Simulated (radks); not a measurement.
Tm2+, 67 electrons, occupied as [Xe] 4f9 6s2 6p2 (not the ground configuration).

Calculated with a radial shooting solver on a logarithmic mesh with Libxc functionals: Dirac Kohn-Sham, PBEsol, spin-unpolarised, spherical densities, point nucleus; open shells are shared between the two j in proportion to 2j + 1.

Energy parts (Ry):
| part | energy |
|---|---|
| total | -27147.8534 |
| kinetic | 30069.9117 |
| electron-nucleus | -67017.1733 |
| Hartree | 10358.5453 |
| exchange-correlation | -559.1370 |

Orbitals (lengths in bohr, moments of r in powers of bohr; r(90%) holds 90 % of the orbital's charge):
1s1/2: occ. 2; eigenvalue (Ry) -4355.435; r(90%) 0.0363
2s1/2: occ. 2; eigenvalue (Ry) -738.4733; r(90%) 0.131
2p1/2: occ. 2; eigenvalue (Ry) -704.0689; r(90%) 0.116
2p3/2: occ. 4; eigenvalue (Ry) -632.0898; r(90%) 0.126
3s1/2: occ. 2; eigenvalue (Ry) -169.9799; r(90%) 0.324
3p1/2: occ. 2; eigenvalue (Ry) -154.8523; r(90%) 0.316
3p3/2: occ. 4; eigenvalue (Ry) -139.6626; r(90%) 0.336
3d3/2: occ. 4; eigenvalue (Ry) -113.8497; r(90%) 0.308
3d5/2: occ. 6; eigenvalue (Ry) -110.5324; r(90%) 0.313
4s1/2: occ. 2; eigenvalue (Ry) -37.36741; r(90%) 0.711
4p1/2: occ. 2; eigenvalue (Ry) -31.27172; r(90%) 0.731
4p3/2: occ. 4; eigenvalue (Ry) -27.77319; r(90%) 0.775
4d3/2: occ. 4; eigenvalue (Ry) -17.72286; r(90%) 0.832
4d5/2: occ. 6; eigenvalue (Ry) -17.07539; r(90%) 0.848
5s1/2: occ. 2; eigenvalue (Ry) -7.32235; r(90%) 1.63
5p1/2: occ. 2; eigenvalue (Ry) -5.46062; r(90%) 1.79
5p3/2: occ. 4; eigenvalue (Ry) -4.88011; r(90%) 1.90
4f5/2: occ. 3.85714; eigenvalue (Ry) -4.75271; r(90%) 1.08
4f7/2: occ. 5.14286; eigenvalue (Ry) -4.64257; r(90%) 1.09
6s1/2: occ. 2; eigenvalue (Ry) -1.78116; r(90%) 3.77
6p1/2: occ. 0.666667; eigenvalue (Ry) -1.32520; r(90%) 4.33
6p3/2: occ. 1.33333; eigenvalue (Ry) -1.23102; r(90%) 4.55

The highest occupied level is 6p3/2 at -16.749 eV. The density falls to 0.001 e/bohr^3 at r = 4.71 bohr. Summed over all electrons, <r^2> = 64.09 bohr^2, which gives a Langevin (diamagnetic) susceptibility term of -50.8 x 10^-6 cm^3/mol.
